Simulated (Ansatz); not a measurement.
GaH₆NOSi, SMILES `[NH2][GaH][O][SiH3]` at its PBE0-D4/def2-TZVP geometry, where that method's forces vanish. Charge 0, multiplicity 1.

| atom | x (Å) | y (Å) | z (Å) |
| --- | --- | --- | --- |
| N1 | -1.9919 | -1.4024 | 0.6997 |
| Ga2 | -0.8170 | -0.0477 | 0.8627 |
| O3 | 0.3834 | -0.0377 | -0.4594 |
| Si4 | 1.6654 | 0.8222 | -0.9662 |
| H5 | -2.7444 | -1.5838 | 1.3398 |
| H6 | -1.9562 | -2.0639 | -0.0567 |
| H7 | -0.7822 | 1.0206 | 1.9823 |
| H8 | 1.4166 | 1.3600 | -2.3317 |
| H9 | 1.9486 | 1.9729 | -0.0581 |
| H10 | 2.8778 | -0.0403 | -1.0125 |

Question: For each bond, give half the difference of the two atoms' forces along it (eV/Å; positive pushes the atoms apart) under PBE-D4, r2SCAN-D4, B3LYP-D4, ωB97M-V in def2-TZVPP. (Best estimate.)

Answer: Computed: 
```
   bond  length (Å)  PBE-D4  r2SCAN-D4  B3LYP-D4  ωB97M-V
 N1–Ga2       1.801    0.04       0.00      0.16     0.06
  N1–H5       1.004    0.20       0.05     -0.04    -0.03
  N1–H6       1.005    0.18       0.03     -0.04    -0.03
 Ga2–O3       1.786    0.15       0.02      0.14     0.09
 Ga2–H7       1.548   -0.16      -0.15     -0.16    -0.17
 O3–Si4       1.625    0.32       0.10      0.10     0.14
 Si4–H8       1.489    0.03      -0.03     -0.09    -0.14
 Si4–H9       1.493   -0.01      -0.04     -0.08    -0.11
Si4–H10       1.489    0.02      -0.03     -0.09    -0.14
```

B3LYP here is the variant with VWN-RPA as its local correlation; programs differ in this.
